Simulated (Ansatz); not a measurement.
`[OH][GeH]([OH])[O][SiH3]` + HCl → `[OH][GeH]([OH])[Cl]` + `O[SiH3]`  (ligand exchange at a Ge–O bond)

Program: Ansatz. Geometries: PBE0-D4/def2-TZVP. ΔE: electronic, gas phase. CCSD(T)/CBS is the MP2 limit (def2-TZVPP, def2-QZVPP) plus CCSD(T) − MP2 in def2-TZVPP, frozen cores. This one scheme is used for every species. For Ge outer-core shells are correlated without core-valence functions, which leaves a few kJ/mol of doubt a bond. Scalar relativity is left out up to krypton. Each species was taken in one conformer, which may not be the lowest.

| species | SCS-MP2/def2-QZVPP energy (Eh) |
| --- | --- |
| `[OH][GeH]([OH])[O][SiH3]` | -2594.07564 |
| HCl | -460.33756 |
| `[OH][GeH]([OH])[Cl]` | -2687.78073 |
| `O[SiH3]` | -366.63896 |

Work out ΔE.

ΔE = (-2687.78073) + (-366.63896) − (-2594.07564) − (-460.33756) = -0.00649 Eh = -0.18 eV. CCSD(T)/CBS gives -0.19 eV.

Largest T1 diagnostic among the species: 0.012.

The D4 term adds +0.05 eV with B3LYP and +0.03 eV with PBE0; it sums over pairs of atoms, weighted by their polarisabilities, and B3LYP, whose exchange is more repulsive, gets the larger term.

B3LYP here is the variant with VWN-RPA as its local correlation; programs differ in this.
